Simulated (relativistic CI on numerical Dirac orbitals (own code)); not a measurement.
Charge states of chromium

Calculated at this level of theory: Dirac-Coulomb-Breit CI, separate exchange-only KLI orbitals for each configuration, QED by a radiative potential, valence Slater integrals scaled by 0.9 (own radial code, finite nucleus).

Each species is treated in one configuration, given outside its closed core. Radial values are for the open shell of highest l, unscaled and averaged over j; ζ includes the Breit term. Labels give the leading LS character, summed over repeated terms.

```
  Ion  Configuration  Its lowest level  LS weight (%)  ⟨r⟩ (bohr)  ⟨r²⟩ (bohr²)  F² (cm⁻¹)  F⁴ (cm⁻¹)  ζ (cm⁻¹)
   Cr         3d5.4s              7S_3            100       1.473         3.075      62650      38360     182.5
  Cr⁺            3d5            6S_5/2            100       1.372         2.503      66910      41150     179.3
 Cr²⁺            3d4              5D_0            100       1.208         1.852      77380      48080     220.6
 Cr³⁺            3d3            4F_3/2            100       1.098         1.493      86440      54120     264.9
 Cr⁴⁺            3d2              3F_2            100       1.017          1.26      94530      59540     311.2
 Cr⁵⁺             3d            2D_3/2            100      0.9537         1.094                           359.4
 Cr⁶⁺        3s2.3p6              1S_0            100                                                          
 Cr⁷⁺        3s2.3p5           2P°_3/2            100      0.8528        0.8406                            6656
 Cr⁸⁺        3s2.3p4              3P_2             97      0.8325        0.7997     120700                 7048
 Cr⁹⁺        3s2.3p3           4S°_3/2             99      0.8134        0.7625     123600                 7450
Cr¹⁰⁺        3s2.3p2              3P_0             98      0.7955        0.7286     126300                 7863
Cr¹¹⁺         3s2.3p           2P°_1/2            100      0.7787        0.6976                            8286
Cr¹²⁺            3s2              1S_0            100                                                          
Cr¹³⁺             3s            2S_1/2            100      0.7511        0.6404                                
Cr¹⁴⁺        2s2.2p6              1S_0            100                                                          
Cr¹⁵⁺        2s2.2p5           2P°_3/2            100      0.2488       0.07549                           47070
Cr¹⁶⁺        2s2.2p4              3P_2             92      0.2438       0.07228     389500                49290
Cr¹⁷⁺        2s2.2p3           4S°_3/2             93       0.239       0.06932     398200                51600
Cr¹⁸⁺        2s2.2p2              3P_0             94      0.2345       0.06658     406700                53990
Cr¹⁹⁺         2s2.2p           2P°_1/2            100      0.2302       0.06406                           56470
Cr²⁰⁺            2s2              1S_0            100                                                          
Cr²¹⁺             2s            2S_1/2            100      0.2609       0.07956                                
Cr²²⁺            1s2              1S_0            100
```

At low charge ζ of a weakly bound d or f electron comes out too small.
